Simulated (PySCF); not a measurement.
# Computed records: AlH$_{3}$O$_{2}$Si, CH$_{4}$AlBN

All values are calculated (PySCF 2.14.0). Calculation on a computer-drawn molecule: optimised geometry and harmonic frequencies of an isolated molecule of the commonest isotopes, restricted reference for singlets and unrestricted otherwise, frozen core in MP2.

Common to all runs: multiplicity 1; method HF; basis cc-pV(D+d)Z.

(1) AlH$_{3}$O$_{2}$Si

Start structure:
```xyz
7
AlH3O2Si
O      0.0635     0.5224     2.6060
Si    -0.6097     0.3008     1.1348
O      0.0987    -1.0477     0.5447
Al     0.8645    -2.4167     0.0183
H     -0.1066     1.2198     3.1794
H     -2.0606     0.0410     1.3974
H     -0.2850     1.4279     0.2630
```

It was run with charge 0.

The calculation gives: rotational constants 15.55, 2.217, 1.985 GHz; total energy -682.4844 hartree; convergence status largest gradient component 1.971e-05 hartree/bohr.

Drawn bonds:
```csv
atom,other atom,order
1,2,1
2,3,1
3,4,1
1,5,1
2,6,1
2,7,1
```

Optimised structure:
```xyz
7
AlH3O2Si
O      0.1264     0.4973     2.6325
Si    -0.5932     0.2745     1.1675
O      0.0612    -1.0516     0.5007
Al     0.9032    -2.4601     0.0393
H     -0.1237     1.2413     3.1586
H     -2.0504     0.0941     1.3405
H     -0.3586     1.4520     0.3045
```

Modes:
```csv
frequency (cm⁻¹),reduced mass (dalton)
65.1,9.733
102.6,4.869
128.1,1.077
358.7,8.184
550.3,8.872
764.2,1.434
804.9,1.067
825,1.124
893.3,6.524
1063,1.285
1078,1.157
1104,6.173
2299,1.052
2323,1.028
4181,1.067
```

(2) CH$_{4}$AlBN

Start structure:
```xyz
8
CH4AlBN
C      0.6102     0.2986    -0.5161
N      1.0327     0.5016     0.7713
B      1.5314     0.6908     1.9762
Al     2.1721     0.8749     3.7652
H      0.7208     1.2399    -1.0892
H     -0.4828     0.0621    -0.4712
H      1.1438    -0.4563    -0.9662
H      2.7512     1.1021     5.2257
```

Here we set charge 1.

Drawn bonds:
```csv
atom,other atom,order
1,2,1
2,3,2
3,4,1
1,5,1
1,6,1
1,7,1
4,8,1
```

## Withheld values
1. Give the missing total energy for CH$_{4}$AlBN (entry 2).
2. CH$_{4}$AlBN (entry 2): rotational constants?

## Answers
1. -360.9871 hartree
2. 159.2, 1.956, 1.956 GHz

Further results for CH$_{4}$AlBN (entry 2):

| Quantity | Value |
| --- | --- |
| convergence status largest gradient component | 1.276e-05 hartree/bohr |

Optimised structure:
```xyz
8
CH4AlBN
C      0.5826     0.3209    -0.5224
N      1.0772     0.5003     0.7989
B      1.5005     0.6537     1.9302
Al     2.2096     0.9105     3.8246
H      0.7088     1.2408    -1.0910
H     -0.4749     0.0640    -0.4882
H      1.1297    -0.4816    -1.0146
H      2.7459     1.1051     5.2582
```

Modes:
```csv
frequency (cm⁻¹),reduced mass (dalton)
124,3.533
124,3.533
357.1,3.098
357.1,3.098
455.3,8.004
471.8,1.425
471.8,1.425
1064,6.518
1227,1.337
1227,1.337
1557,1.17
1581,1.036
1581,1.036
2161,1.061
2246,10.35
3205,1.031
3299,1.107
3299,1.107
```
